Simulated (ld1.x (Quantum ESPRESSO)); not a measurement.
**bromine (Br): TM pseudisation with PBEsol, non-relativistic reference atom.**

* Element: bromine (Br)
* Generator: ld1.x (Quantum ESPRESSO) 7.5
* Type: norm-conserving Troullier–Martins (Kleinman–Bylander form)
* Functional: PBEsol
* Relativity: non-relativistic
* Frozen core: [Ar]
* Valence charge: 17
* Reference configuration: 3d10 4s2 4p5
* Partial waves: 4p (bound): rc 0.70 bohr; 3d (bound): rc 0.85 bohr; 4s (bound): rc 1.05 bohr
* Local potential: the s channel
* Core correction: Bessel-smoothed model core inside 0.45 bohr

Task: Does the generator finish with these settings?

Result: Yes, a potential is produced.

Task: Tests: 3d10 4s2 4p4; 3d10 4s2 4p3; 3d10 4s2 4p2; 3d10 4s2 4p5.3; 3d9 4s2 4p5; 3d10 4s1 4p5; 3d10 4s2 4p4.5. Which has the largest error in its energy relative to the reference configuration, and how large is it?

Result: 3d10 4s2 4p2, with +10185 meV (all-electron minus pseudo) on +69.31 eV.

A Bessel basis up to 400 Ry misses an occupied level by 0.35 Ry, so cutoffs and ghosts were not judged. The potential misses its own reference levels by up to 1.8 eV, so it is not fit for use. The 4p radius (0.70 bohr) lies inside the outermost node of the all-electron wave (0.71 bohr), which a nodeless pseudo-wave cannot match soundly.
